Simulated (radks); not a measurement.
Task: Spherical quantum dot in the effective-mass picture: electrons in a parabolic well V = omega^2 r^2 / 2 with omega = 0.209, with a point charge +1 (a donor) at the centre, all in effective atomic units (hartree* = m*/eps^2 hartree, bohr* = eps/m* bohr), one dielectric constant everywhere. Method: non-relativistic Kohn-Sham, PBE, spin-polarised, spherical densities; computed with a radial shooting solver with Libxc functionals. Levels are named by radial order and angular momentum (1s, 1p, 1d, 2s, ...), and open shells are averaged over m. At N = 6 the configuration is 1s2 1p(up 3, down 1). Does electron 7 go into 2s up or 1p down or 2s down?

Result: Into 1p down. The total energies of the other choices lie higher by 0.0192 hartree* (2s up), 0.0373 hartree* (2s down).
